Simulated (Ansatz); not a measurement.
Sr₅S₆⁻: single points at one geometry.

```yaml
crystal:
  periodic: [false, false, false]
  atoms:
    - {symbol: Sr, position_ang: [1.007467, -3.725105, 0.009956]}
    - {symbol: Sr, position_ang: [2.118095, -1.434001, 3.030568]}
    - {symbol: Sr, position_ang: [3.880852, -0.541041, -0.390330]}
    - {symbol: Sr, position_ang: [0.131464, -0.039379, -0.134669]}
    - {symbol: Sr, position_ang: [1.631649, -1.801578, -3.383869]}
    - {symbol: S, position_ang: [-0.298010, -2.111293, 1.955148]}
    - {symbol: S, position_ang: [2.095032, 0.643294, -2.261314]}
    - {symbol: S, position_ang: [-0.589359, -2.331548, -1.887543]}
    - {symbol: S, position_ang: [3.422090, -3.200191, -1.658941]}
    - {symbol: S, position_ang: [2.386263, 0.863601, 1.580937]}
    - {symbol: S, position_ang: [3.640857, -3.034759, 1.226357]}
basis:
  gaussian: {orbitals: def2-SVP, initial_orbitals: start.molden}
total_charge: -1
magnetization: {spin_polarized: true, initial_magnetization: 1}
hamiltonian: {xc: r2scan, dispersion: d4}
scf: {omitted_lower_state_checks: [starts]}
output: {forces: true, orbitals: {seedname: orbitals}}
```

The file start.molden holds the orbitals of an earlier run on this structure, at another level or in another basis.

```sh
$ ansatz run in.yaml --threads 4 --pin off --events-out ev --progress --plain --max-ram 6963MiB
```

Shortened log:

```
Functional definition: r2SCAN
2635 factors; their error is unknown
mean field evaluation 1: about -69189.8196 eV, gradient 3.7e0 eV
mean field evaluation 2: about -69189.8710 eV, gradient 8.5e-2 eV
mean field evaluation 4: about -69189.6622 eV, gradient 1.9e-3 eV
mean field -69189.66218401 eV, -2542.6731868248 hartree, gradient 2.7e-5 eV, S^2 0.754185; 0 other end points of the search recorded, 0 dependent functions left out
reference -69189.66224910 eV, -2542.6731892169 hartree; 74, 73 occupied and 149, 150 virtual orbitals, 2635 factors
Total energy: -69189.88395366 eV, -2542.6813367091 hartree
Atom 0 at     1.007467    -3.725105     0.009956 Å, force    -0.026833    -0.028705     0.003387 eV/Å
Atom 1 at     2.118095    -1.434001     3.030568 Å, force    -0.015441     0.016142     0.022455 eV/Å
Atom 2 at     3.880852    -0.541041    -0.390330 Å, force     0.024959     0.029773    -0.004034 eV/Å
Atom 3 at     0.131464    -0.039379    -0.134669 Å, force    -0.040093     0.035334     0.000045 eV/Å
Atom 4 at     1.631649    -1.801578    -3.383869 Å, force    -0.018465     0.013592    -0.020676 eV/Å
Atom 5 at    -0.298010    -2.111293     1.955148 Å, force    -0.009693    -0.020904     0.061807 eV/Å
Atom 6 at     2.095032     0.643294    -2.261314 Å, force     0.018475     0.014082    -0.062135 eV/Å
Atom 7 at    -0.589359    -2.331548    -1.887543 Å, force    -0.018699    -0.027401    -0.056452 eV/Å
Atom 8 at     3.422090    -3.200191    -1.658941 Å, force     0.027443    -0.027266    -0.019516 eV/Å
Atom 9 at     2.386263     0.863601     1.580937 Å, force     0.027893     0.020772     0.056923 eV/Å
Atom 10 at     3.640857    -3.034759     1.226357 Å, force     0.030455    -0.025420     0.018196 eV/Å
Dipole moment:     0.550702    -0.497634    -0.013099 e Å
Checks for a lower state left out: starts
```

Hardware: 4 threads of AMD EPYC on a shared host. Wall time 2 min, peak host memory 0.94 GiB.

The first input with `hamiltonian: {xc: pbe, dispersion: d4}`, `output: {orbitals: {seedname: orbitals}}` (abridged; 46 s):

```
Functional definition: PBE
mean field -69163.00870047 eV, -2541.6936893712 hartree, gradient 2.5e-5 eV, S^2 0.752054
Total energy: -69163.95665733 eV, -2541.7285261433 hartree
Checks for a lower state left out: starts
```

First input, but with `gaussian: {orbitals: def2-SVPD, initial_orbitals: start.molden}`, `correlation: {method: mp2}`, `output: {orbitals: {seedname: orbitals}}` and without the key `hamiltonian` (abridged; 2.2 min):

```
Functional definition: HF
mean field -69034.63196386 eV, -2536.9759313177 hartree, gradient 2.9e-6 eV, S^2 0.776596
30 core orbitals not correlated: weight in the atoms' cores, before any rotation towards them, 1.000 or more for the frozen orbitals, at most 0.000 for the correlated occupied ones
second order -38.20229342 eV of doubles, -0.00000000 eV of singles
Total energy: -69072.83425728 eV, -2538.3798397063 hartree
Checks for a lower state left out: starts
```

As the first input, with `gaussian: {orbitals: def2-SVPD, initial_orbitals: start.molden}`, `hamiltonian: {xc: pbe0, dispersion: d4}`, `output: {orbitals: {seedname: orbitals}}` (abridged; 2.1 min):

```
Functional definition: PBE0
mean field -69168.22426468 eV, -2541.8853578208 hartree, gradient 3.1e-5 eV, S^2 0.755553
Total energy: -69169.07788405 eV, -2541.9167277539 hartree
Checks for a lower state left out: starts
```

The first input with `hamiltonian: {xc: pbe0, dispersion: d4}`, `output: {orbitals: {seedname: orbitals}}` (abridged; 1.8 min):

```
Functional definition: PBE0
mean field -69167.74682398 eV, -2541.8678121987 hartree, gradient 2.5e-5 eV, S^2 0.754475
Total energy: -69168.60039794 eV, -2541.8991804631 hartree
Checks for a lower state left out: starts
```

The first input with `gaussian: {orbitals: STO-3G}`, `hamiltonian: {xc: hf}`, `output: {orbitals: {seedname: orbitals}}` (abridged; 45 s):

```
Functional definition: HF
mean field -485857.71421069 eV, -17854.9416710561 hartree, gradient 1.2e-5 eV, S^2 0.800214
Total energy: -485857.71421069 eV, -17854.9416710561 hartree
Checks for a lower state left out: starts
```

First input, but with `hamiltonian: {xc: lda}`, `output: {orbitals: {seedname: orbitals}}` (abridged; 26 s):

```
Functional definition: SPW92
mean field -68954.90160063 eV, -2534.0458945120 hartree, gradient 1.1e-5 eV, S^2 0.751488
Total energy: -68954.90166357 eV, -2534.0458968253 hartree
Checks for a lower state left out: starts
```

Geometry: PBE-D4/def2-SVP.

In the def2 sets Sr takes a core potential, while STO-3G treats all electrons; there is no spin–orbit coupling. Correlated methods freeze 30 core orbitals; core or outer-core shells of Sr are correlated, in sets that lack core-valence functions. At HF/STO-3G the highest occupied level of the charge -1 doublet lies above zero (up to 2.22 eV). In Hartree–Fock with STO-3G the lack of diffuse functions raises the level. The structure comes from a short search, and lower isomers may exist.
